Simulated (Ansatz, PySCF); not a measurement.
CaCl (SMILES [Cl][Ca]), doublet, geometry from GFN2-xTB (such geometries of metal compounds can be far from the true shape) (the spin is typed, not shown lowest). Base run: WB97M-V/def2-SVP run with PySCF.

The PySCF input:
```python
from pyscf import gto, scf, dft

mol = gto.Mole()
mol.atom = '''
    Ca   -0.00000000   -0.00000000   -1.08674836
    Cl    0.00000000    0.00000000    1.27852748
'''
mol.basis = 'def2-svp'
mol.spin = 1
mol.verbose = 3
mol.build()

mf = dft.UKS(mol)
mf.xc = 'wb97m_v'
mf.kernel()
```

The same geometry, method and basis name were run in Ansatz (a quantum-chemistry and plane-wave program) and PySCF, at each program's defaults and at the settings that a row names. The base is PySCF at its defaults. Differences at the defaults can come from grids, fitting, cores and function types together.

```
code and settings                                                               ΔE vs base (mEh)  basis functions       E (Eh)  SCF cycles  dipole (D)
------------------------------------------------------------------------------  ----------------  ---------------  -----------  ----------  ----------
PySCF, defaults (exact integrals, its default grid, spherical functions)                   0.000               42  -1137.56536          11        4.10
Ansatz, defaults (factorised integrals, its default grid, spherical functions)            -0.002               42  -1137.56536           -           -
PySCF, density fitting with def2-universal-jkfit                                          -0.012               42  -1137.56537          11        4.10
PySCF, fine grid                                                                          -0.005               42  -1137.56536          11        4.10
Ansatz, high accuracy                                                                     -0.003               42  -1137.56536           -           -
```

Open shells are given as the SCF converged; they aren't shown to be the lowest states, and a large step between rows can be another state.
